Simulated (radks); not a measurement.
The numbers below are computed, except where a source is named.
How relativity changes the ionisation of the bromine ion Br4+ ([Ar] 3d10 4s2 4p1) to Br5+ ([Ar] 3d10 4s2). Spin-unpolarised spherical Kohn-Sham, PBE, point nucleus unless stated (finite: rms radius 4.1629 fm), a radial shooting solver on a logarithmic mesh with Libxc functionals. A level marked "c x" has the speed of light scaled by that factor and shares open shells by 2j + 1; other Dirac levels either fill j = l - 1/2 first or share by 2j + 1.

level                               E(Br4+) (hartree)  E(Br5+) (hartree)  IE (eV)   HOMO  <r> HOMO (bohr)
non-rel.                                  -2569.54287        -2567.39013   58.579     4p            1.700
scalar-rel.                               -2602.17473        -2600.01618   58.737     4p            1.692
scalar-rel., finite nucleus               -2602.15421        -2599.99566   58.737     4p            1.692
Dirac, 2j+1 shares                        -2602.35201        -2600.19307   58.748  4p3/2            1.699
Dirac, low j first                        -2602.37207        -2600.19307   59.294  4p1/2            1.677
Dirac, 2j+1 shares, finite nucleus        -2602.33147        -2600.17252   58.748  4p3/2            1.699
Dirac, c x 2                              -2577.54859        -2575.39433   58.620  4p3/2            1.700
Dirac, c x 5                              -2570.81532        -2568.66234   58.586  4p3/2            1.700
Dirac, c x 100                            -2569.54605        -2567.39330   58.579  4p3/2            1.700

NIST Atomic Spectra Database: 59.60 eV (measured). The relativistic part of the total energy of Br4+ is -32.79 hartree (Dirac, 2j+1 shares, finite nucleus), 1.3 % of the non-relativistic value. Spin polarisation and multiplet splitting of open shells are left out at every level.

Beside tabulated values, note that spin-unpolarised runs miss the spin-polarisation part of the exchange energy of open shells.
